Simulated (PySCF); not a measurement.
Level of theory: PBE-D3(BJ)/def2-TZVP // PBE-D3(BJ)/def2-SVP in PySCF. Isolated molecules, 0 K electronic values unless said otherwise. One relaxed conformer stands for a flexible species; it need not be the lowest. Delta-SCF ions had no search for a lower state. Excitations are Tamm–Dancoff values on a coarser integration grid. The basis has no diffuse functions, so Rydberg states are missing or too high.

Reference species (SMILES): `[F][GeH2][GeH2][F]` (F–Ge–Ge–F torsion 177°) (neutral, multiplicity 1).

```
Item                                           Result
-------------------------------------------  --------
T1 excitation (TDA)                           4.76 eV
brightest of the four lowest singlets (TDA)   6.92 eV
HOMO–LUMO gap                                 5.07 eV
vertical ionisation energy (Delta-SCF)       10.23 eV
```

After one change: the T1 excitation (TDA) decreases by 0.15 eV; the brightest of the four lowest singlets (TDA) decreases by 1.60 eV; the HOMO–LUMO gap drops by 0.20 eV; the vertical ionisation energy (Delta-SCF) drops by 0.55 eV.

Question: Which change was made? The new species is one of these.
(A) `[F][GeH2][GeH2][GeH2][GeH2][GeH2][GeH2][GeH2][GeH2][GeH2][F]`
(B) `[F][GeH2][GeH2][GeH2][GeH2][GeH2][GeH2][GeH2][GeH2][F]`
(C) `[F][GeH2][GeH2][GeH2][GeH2][F]`
(D) `[F][GeH2][GeH2][GeH2][F]` (F–Ge–Ge–Ge torsion 178°, Ge–Ge–Ge–F torsion 178°)

Answer: D, `[F][GeH2][GeH2][GeH2][F]` (F–Ge–Ge–Ge torsion 178°, Ge–Ge–Ge–F torsion 178°)
